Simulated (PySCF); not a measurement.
# Computed properties of Ge(H)3(NMe2) (C2H9GeN), SMILES [GeH3][N](C)C

Ge(H)3(NMe2) (C2H9GeN), SMILES C[N](C)[GeH3]. Geometry: TPSSh-D3(BJ)/def2-SVP. Other conformers were not sampled. All values are computed for the isolated molecule unless a solvent is named; none is compared with measurement here.

**Structure.** The optimised structure has Cs symmetry. All 33 harmonic modes at TPSSh-D3(BJ)/def2-SVP (PySCF) are real, so it is a minimum. With heavy atoms numbered as in [GeH3:1][N:2]([CH3:3])[CH3:4], the shortest bond between them is N2–C3 at 1.451 Å and the longest Ge1–N2 at 1.845 Å.

**Vibrations.** The strongest infrared lines (harmonic, unscaled, degenerate partners summed) lie at 2082 cm⁻¹ (188 km/mol, H 99 %), 877 cm⁻¹ (158 km/mol, H 96 %), 2940 cm⁻¹ (154 km/mol, H 95 %). The softest mode is at 128 cm⁻¹ and the zero-point energy is 65.8 kcal/mol.

**Electronic structure.** B3LYP/def2-TZVP (PySCF) places the frontier levels at -5.96 and 0.33 eV, a gap of 6.29 eV, and gives a dipole moment of 0.45 D and a mean polarisability of 66.0 bohr³. PBE/def2-TZVP (PySCF) at the same geometry gives -4.85 and -0.23 eV, so its gap is 1.67 eV narrower. An orbital gap is neither the optical nor the fundamental gap.

**Excitations.** TDA-CAM-B3LYP/def2-SVPD (PySCF) has S1 at 5.48 eV (226 nm, f = 0.012, weak); the most intense of the 10 singlets computed lies at 7.69 eV (f = 0.07). T1 (TDA) is at 5.25 eV, 0.23 eV under S1. TDA-PBE/def2-SVPD (PySCF) puts S1 at 4.49 eV. No vertical singlet excitation falls in the visible range (under 3.1 eV).

**NMR.** GIAO shifts at KT2/pcSseg-1 (PySCF) (non-relativistic, atoms alike by connectivity averaged): ¹³C at 47.3 ppm against TMS; ¹H from 2.9 to 5.0 ppm against TMS.
